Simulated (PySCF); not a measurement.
## Bond curve of NaSe

Set-up: Na def2-SVPD, Se def2-SVPD; no relativity (PySCF 2.14). Energies in eV from Na + Se in their ground configurations at the same level. State: ²Π (doublet), unpaired electrons π ↑.

All columns are PBE0. A positive dipole means Na(−)Se(+).

```tsv
R (Å)	E (eV)	μ (D)	Mulliken charge on Na (basis-dependent)	HOMO (eV)	LUMO (eV)	Mayer bond order	⟨S²⟩
2.260	-1.956	-7.45	0.81	-5.25	-2.96	0.39	0.75
2.365	-2.219	-7.76	0.80	-5.15	-2.86	0.41	0.75
2.470	-2.363	-8.08	0.77	-5.05	-2.77	0.45	0.75
2.549	-2.414	-8.32	0.75	-4.99	-2.70	0.47	0.75
2.628	-2.427	-8.57	0.74	-4.93	-2.64	0.50	0.75
2.707	-2.413	-8.82	0.72	-4.87	-2.58	0.52	0.75
2.812	-2.360	-9.16	0.70	-4.79	-2.51	0.55	0.75
2.943	-2.258	-9.59	0.68	-4.71	-2.42	0.56	0.76
3.101	-2.102	-10.10	0.67	-4.61	-2.32	0.57	0.76
3.311	-1.870	-10.75	0.66	-4.50	-2.27	0.57	0.76
```

A fit through these points gives, at Re = 2.623 Å, μ = -8.55 D and dμ/dR = -3.16 D/Å; the reduced mass is 17.85 u.

Question: How strong is the fundamental in the double-harmonic approximation, I = 42.26·(dμ/dR)²/μred km/mol?

Answer: I = 42.26·(-3.16)²/17.85 = 23.6 km/mol at PBE0.

Spin–orbit coupling is left out. The state was picked by a PBE0 search and need not be the measured ground state.
